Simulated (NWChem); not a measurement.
System: CH₄N anion

Input file for NWChem:

```
start job
memory heap 200 mb stack 900 mb global 1100 mb
charge -1
geometry units angstroms
  C     -0.009832    -0.599118     0.000000
  N     -0.085904     0.817773     0.000000
  H      0.494944    -1.113780    -0.890378
  H     -1.034918    -1.038323     0.000000
  H      0.494944    -1.113780     0.890378
  H      0.868813     1.193471     0.000000
end
basis spherical
  * library def2-svp
end
dft
  xc xcamb88 1.00 lyp 0.81 vwn_5 0.19 hfexch 1.00
  cam 0.33 cam_alpha 0.19 cam_beta 0.46
  iterations 150
end
driver
  maxiter 120
end
task dft optimize
task dft freq
```

Excerpt of the output:

```
             Northwest Computational Chemistry Package (NWChem) 7.3.0
             --------------------------------------------------------

 CS  symmetry detected

                             Geometry "geometry" -> ""
                             -------------------------

 Output coordinates in angstroms (scale by  1.889725989 to convert to a.u.)

  No.       Tag          Charge          X              Y              Z
 ---- ---------------- ---------- -------------- -------------- --------------
    1 C                    6.0000    -0.01423531    -0.60263374     0.00000000
    2 N                    7.0000    -0.10256036     0.81354624     0.00000000
    3 H                    1.0000     0.49497356    -1.11291024    -0.89037800
    4 H                    1.0000    -1.03548390    -1.05068915     0.00000000
    5 H                    1.0000     0.49497356    -1.11291024     0.89037800
    6 H                    1.0000     0.84887119     1.19748835     0.00000000

 Effective nuclear repulsion energy (a.u.)      35.8895621188

      Symmetry information
      --------------------

 Group name             Cs
 Group number              2
 Group order               2
 No. of unique centers     5

                                Z-matrix (autoz)
                                --------

 Units are Angstrom for bonds and degrees for angles

      Type          Name      I     J     K     L     M      Value
      ----------- --------  ----- ----- ----- ----- ----- ----------
    1 Stretch                  1     2                       1.41893
    2 Stretch                  1     3                       1.14562
    3 Stretch                  1     4                       1.11521
    4 Stretch                  1     5                       1.14562
    5 Stretch                  2     6                       1.02598
    6 Bend                     1     2     6               108.40729
    7 Bend                     2     1     3               118.17842
    8 Bend                     2     1     4               110.11981
    9 Bend                     2     1     5               118.17842
   10 Bend                     3     1     4               103.18400
   11 Bend                     3     1     5               102.00999
   12 Bend                     4     1     5               103.18400
   13 Torsion                  3     1     2     6         -61.84793
   14 Torsion                  4     1     2     6         180.00000
   15 Torsion                  5     1     2     6          61.84793

                           NWChem Geometry Optimization
                           ----------------------------

 maximum gradient threshold         (gmax) =   0.000450
 rms gradient threshold             (grms) =   0.000300
 maximum cartesian step threshold   (xmax) =   0.001800
 rms cartesian step threshold       (xrms) =   0.001200
 fixed trust radius                (trust) =   0.300000
 source of zmatrix                         =   autoz

          -------------------
          Energy Minimization
          -------------------

 Using diagonal initial Hessian
 Scaling for Hessian diagonals: bonds = 1.00  angles = 0.25  torsions = 0.10

          --------
          Step   0

                                 NWChem DFT Module
                                 -----------------

 Summary of "ao basis" -> "ao basis" (spherical)
 ------------------------------------------------------------------------------
       Tag                 Description            Shells   Functions and Types
 ---------------- ------------------------------  ------  ---------------------
 C                          def2-svp                 6       14   3s2p1d
 N                          def2-svp                 6       14   3s2p1d
 H                          def2-svp                 3        5   2s1p

      Symmetry analysis of basis
      --------------------------

        a'         33
        a"         15

            General Information
            -------------------
          SCF calculation type: DFT
          Wavefunction type:  closed shell.
          No. of atoms     :     6
          No. of electrons :    18
           Alpha electrons :     9
            Beta electrons :     9
          Charge           :    -1
          Spin multiplicity:     1
          Use of symmetry is: on ; symmetry adaption is: on
          Maximum number of iterations: 150
          AO basis - number of functions:    48
                     number of shells:    24
          Convergence on energy requested:  1.00D-06
          Convergence on density requested:  1.00D-05
          Convergence on gradient requested:  5.00D-04

              XC Information
              --------------
                     Hartree-Fock (Exact) Exchange  1.000
                   CAM-Becke88 Exchange Functional  1.000
                      VWN V Correlation Functional  0.190 local
              Lee-Yang-Parr Correlation Functional  0.810

           Range-Separation Parameters
           ---------------------------
           Alpha           :  0.19
           Beta            :  0.46
           Gamma           :  0.33
           Short-Range HF  :     F

             Grid Information
             ----------------
          Grid used for XC integration:  medium
          Radial quadrature: Mura-Knowles
          Angular quadrature: Lebedev.
          Tag              B.-S. Rad. Rad. Pts. Rad. Cut. Ang. Pts.
          ---              ---------- --------- --------- ---------
          C                   0.70       49           7.0       434
          N                   0.65       49           7.0       434
          H                   0.35       45           9.0       434
          Grid pruning is: on
          Number of quadrature shells:   233
          Spatial weights used:  Erf1

      Superposition of Atomic Density Guess
      -------------------------------------

 Sum of atomic energies:         -93.86610815

 Renormalizing density from      17.00 to     18

      Non-variational initial energy
      ------------------------------

 Total energy =     -98.248891
 1-e energy   =    -208.235871
 2-e energy   =      74.097418
 HOMO         =       0.174378
 LUMO         =       0.375475

      Symmetry analysis of molecular orbitals - initial
      -------------------------------------------------

  Numbering of irreducible representations:

     1 a'          2 a"

  Orbital symmetries:

     1 a'          2 a'          3 a'          4 a'          5 a'
     6 a"          7 a'          8 a'          9 a"         10 a'
    11 a'         12 a'         13 a"         14 a'         15 a'
    16 a"         17 a'         18 a'         19 a'

   convergence    iter        energy       DeltaE   RMS-Dens  Diis-err
 ---------------- ----- ----------------- --------- --------- ---------
 d= 0,ls=0.0,diis     1    -94.9301256598 -1.31D+02  2.27D-02  8.19D-01
 d= 0,ls=0.0,diis     2    -94.9604798269 -3.04D-02  1.27D-02  6.62D-01
 d= 0,ls=0.0,diis     3    -95.0419269060 -8.14D-02  1.49D-03  3.06D-03
 d= 0,ls=0.0,diis     4    -95.0423045549 -3.78D-04  5.46D-04  4.54D-04
 d= 0,ls=0.0,diis     5    -95.0423482038 -4.36D-05  2.35D-04  9.98D-05
  Resetting Diis
 d= 0,ls=0.0,diis     6    -95.0423597266 -1.15D-05  8.17D-05  1.31D-06
 d= 0,ls=0.0,diis     7    -95.0423600909 -3.64D-07  2.75D-05  6.00D-08
 d= 0,ls=0.0,diis     8    -95.0423601206 -2.97D-08  8.59D-06  1.28D-08

         Total DFT energy =      -95.042360120621
      One electron energy =     -203.745205230905
           Coulomb energy =       86.790264392504
    Exchange-Corr. energy =      -13.976981401011
 Nuclear repulsion energy =       35.889562118791

 Numeric. integr. density =       18.000001540336

                  Occupations of the irreducible representations
                  ----------------------------------------------

                     irrep           alpha         beta
                     --------     --------     --------
                     a'                7.0          7.0
                     a"                2.0          2.0

                       DFT Final Molecular Orbital Analysis
                       ------------------------------------

[...]

      ----------------------
      Optimization converged
      ----------------------

  Step       Energy      Delta E   Gmax     Grms     Xrms     Xmax
  ---- ---------------- -------- -------- -------- -------- --------
@    4     -95.04365536 -2.5D-07  0.00002  0.00001  0.00039  0.00105
                                     ok       ok       ok       ok

                                Z-matrix (autoz)
                                --------

 Units are Angstrom for bonds and degrees for angles

      Type          Name      I     J     K     L     M      Value     Gradient
      ----------- --------  ----- ----- ----- ----- ----- ---------- ----------
    1 Stretch                  1     2                       1.39808   -0.00001
    2 Stretch                  1     3                       1.16310   -0.00002
    3 Stretch                  1     4                       1.12231    0.00002
    4 Stretch                  1     5                       1.16310   -0.00002
    5 Stretch                  2     6                       1.03679    0.00000
    6 Bend                     1     2     6               105.06866   -0.00001
    7 Bend                     2     1     3               120.35989   -0.00000
    8 Bend                     2     1     4               111.00874    0.00002
    9 Bend                     2     1     5               120.35989   -0.00000
   10 Bend                     3     1     4               101.38205   -0.00001
   11 Bend                     3     1     5                99.21897    0.00001
   12 Bend                     4     1     5               101.38205   -0.00001
   13 Torsion                  3     1     2     6         -61.96871   -0.00000
   14 Torsion                  4     1     2     6         180.00000    0.00000
   15 Torsion                  5     1     2     6          61.96871    0.00000

                         Geometry "geometry" -> "geometry"
                         ---------------------------------

 Output coordinates in angstroms (scale by  1.889725989 to convert to a.u.)

  No.       Tag          Charge          X              Y              Z
 ---- ---------------- ---------- -------------- -------------- --------------
    1 C                    6.0000    -0.01538076    -0.57011596     0.00000000
    2 N                    7.0000    -0.12364794     0.82376664     0.00000000
    3 H                    1.0000     0.50037203    -1.11969047    -0.88586778
    4 H                    1.0000    -1.02878482    -1.05240324     0.00000000
    5 H                    1.0000     0.50037203    -1.11969047     0.88586778
    6 H                    1.0000     0.85360818     1.17002471     0.00000000

 Effective nuclear repulsion energy (a.u.)      36.0042118766

      Symmetry information
      --------------------

 Group name             Cs
 Group number              2
 Group order               2
 No. of unique centers     5

                Final and change from initial internal coordinates
                --------------------------------------------------

                                Z-matrix (autoz)
                                --------

 Units are Angstrom for bonds and degrees for angles

      Type          Name      I     J     K     L     M      Value       Change
      ----------- --------  ----- ----- ----- ----- ----- ---------- ----------
    1 Stretch                  1     2                       1.39808   -0.02085
    2 Stretch                  1     3                       1.16310    0.01748
    3 Stretch                  1     4                       1.12231    0.00710
    4 Stretch                  1     5                       1.16310    0.01748
    5 Stretch                  2     6                       1.03679    0.01081
    6 Bend                     1     2     6               105.06866   -3.33863
    7 Bend                     2     1     3               120.35989    2.18147
    8 Bend                     2     1     4               111.00874    0.88892
    9 Bend                     2     1     5               120.35989    2.18147
   10 Bend                     3     1     4               101.38205   -1.80195
   11 Bend                     3     1     5                99.21897   -2.79101
   12 Bend                     4     1     5               101.38205   -1.80195
   13 Torsion                  3     1     2     6         -61.96871   -0.12078
   14 Torsion                  4     1     2     6         180.00000    0.00000
   15 Torsion                  5     1     2     6          61.96871    0.12078

[...]

 Rotational Constants
 --------------------
 A=   4.151147 cm-1  (  5.972441 K)
 B=   0.851645 cm-1  (  1.225300 K)
 C=   0.814710 cm-1  (  1.172160 K)

 Temperature                      =   298.15K
 frequency scaling parameter      =   1.0000

 Zero-Point correction to Energy  =   28.935 kcal/mol  (  0.046110 au)
 Thermal correction to Energy     =   30.949 kcal/mol  (  0.049320 au)
 Thermal correction to Enthalpy   =   31.541 kcal/mol  (  0.050263 au)

 Total Entropy                    =   56.166 cal/mol-K
   - Translational                =   36.116 cal/mol-K (mol. weight =  30.0344)
   - Rotational                   =   18.958 cal/mol-K (symmetry #  =        1)
   - Vibrational                  =    1.092 cal/mol-K

 Cv (constant volume heat capacity) =    8.587 cal/mol-K
   - Translational                  =    2.979 cal/mol-K
   - Rotational                     =    2.979 cal/mol-K
   - Vibrational                    =    2.628 cal/mol-K

[normal modes left out]

 ----------------------------------------------------------------------------
 Normal Eigenvalue ||           Projected Infra Red Intensities
  Mode   [cm**-1]  || [atomic units] [(debye/angs)**2] [(KM/mol)] [arbitrary]
 ------ ---------- || -------------- ----------------- ---------- -----------
    1       -0.000 ||    0.029848           0.689        29.097       1.585
    2       -0.000 ||    0.001713           0.040         1.670       0.091
    3       -0.000 ||    0.035595           0.821        34.700       1.890
    4       -0.000 ||    0.007402           0.171         7.216       0.393
    5        0.000 ||    0.032864           0.758        32.038       1.745
    6        0.000 ||    0.003517           0.081         3.429       0.187
    7      436.530 ||    0.158343           3.653       154.360       8.410
    8     1039.364 ||    0.022394           0.517        21.830       1.189
    9     1124.695 ||    0.257190           5.934       250.721      13.659
   10     1147.727 ||    0.000970           0.022         0.946       0.052
   11     1352.813 ||    0.020063           0.463        19.558       1.066
   12     1392.964 ||    0.077951           1.798        75.990       4.140
   13     1451.492 ||    0.043559           1.005        42.463       2.313
   14     1506.016 ||    0.180340           4.161       175.804       9.578
   15     2256.080 ||    1.170700          27.009      1141.257      62.176
   16     2452.396 ||    0.798564          18.424       778.480      42.412
   17     2835.887 ||    0.296337           6.837       288.884      15.738
   18     3253.845 ||    0.251837           5.810       245.503      13.375
 ----------------------------------------------------------------------------
```

Level: CAM-B3LYP/def2-SVP. Sets without diffuse functions describe the anion's extra electron poorly. The highest occupied level is positive, so the extra electron may be held by the finite basis.
